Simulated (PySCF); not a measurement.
Deuteron quadrupole couplings in `CC1=CP1C1=CCCC1`

Compound: C8H11P.
Structure used (PBE0-D3(BJ)/def2-SVP), in Å, numbered top down from 1:
```xyz
20
C8H11P angstrom
C      3.188   -0.864   -0.378
C      2.368    0.358   -0.434
C      1.957    1.371   -1.149
P      1.269    1.467    0.550
C     -0.371    0.672    0.391
C     -1.368    0.893    1.265
C     -2.633    0.179    0.879
C     -2.150   -0.817   -0.188
C     -0.831   -0.235   -0.724
H      3.939   -0.782    0.424
H      2.559   -1.735   -0.134
H      3.704   -1.054   -1.332
H      2.025    1.855   -2.123
H     -1.294    1.555    2.133
H     -3.364    0.903    0.471
H     -3.135   -0.311    1.730
H     -2.895   -1.002   -0.977
H     -1.944   -1.787    0.293
H     -0.976    0.356   -1.648
H     -0.092   -1.013   -0.979
```

Level: PBE0/pcSseg-1 (PySCF, non-relativistic); Q(2H) = 0.00286 b; rigid geometry, the same for H and D, with no vibrational averaging.

Question: Rank these positions by the coupling χzz of a deuteron there, largest first.
A. H14 (vinylic hydrogen)
B. H16 (methylene hydrogen)
C. H13 (vinylic hydrogen)
D. H15 (methylene hydrogen)

Answer: C (213 kHz), A (204 kHz), B (194 kHz), D (189 kHz).

Q: Tabulate Vzz, the asymmetry η and χzz = 234.96 MHz × Q × Vzz for every hydrogen position.

A: 
| atom | bonded to | bond length (Å) | Vzz (au) | η | χzz (kHz) |
| --- | --- | --- | --- | --- | --- |
| H10 | C1 | 1.102 | 0.2883 | 0.03 | 194 |
| H11 | C1 | 1.101 | 0.2894 | 0.03 | 194 |
| H12 | C1 | 1.101 | 0.2901 | 0.03 | 195 |
| H13 | C3 | 1.090 | 0.3167 | 0.01 | 213 |
| H14 | C6 | 1.094 | 0.3038 | 0.05 | 204 |
| H15 | C7 | 1.107 | 0.2809 | 0.02 | 189 |
| H16 | C7 | 1.103 | 0.2880 | 0.02 | 194 |
| H17 | C8 | 1.100 | 0.2927 | 0.01 | 197 |
| H18 | C8 | 1.102 | 0.2874 | 0.02 | 193 |
| H19 | C9 | 1.106 | 0.2832 | 0.01 | 190 |
| H20 | C9 | 1.102 | 0.2895 | 0.02 | 195 |

Q: How does χzz go with the bond length over the 11 C–H bonds?

A: A straight-line fit has a slope of -14.0 kHz for each 0.01 Å, with a correlation coefficient of -0.98, over lengths from 1.090 to 1.107 Å. The longer bonds have the smaller couplings here.

Q: A static deuteron (I = 1) shows a doublet split by (3/2)χ, (3/4)χ(1 + η) and (3/4)χ(1 − η) with the field along z, y and x of the gradient. What are these for H12?

A: With |χ| = 195.0 kHz and η = 0.026: 292, 150 and 142 kHz, to first order and without motion.

Isolated species at its PBE0-D3(BJ)/def2-SVP geometry (one conformer only). These gradients aren't converged with respect to the basis.
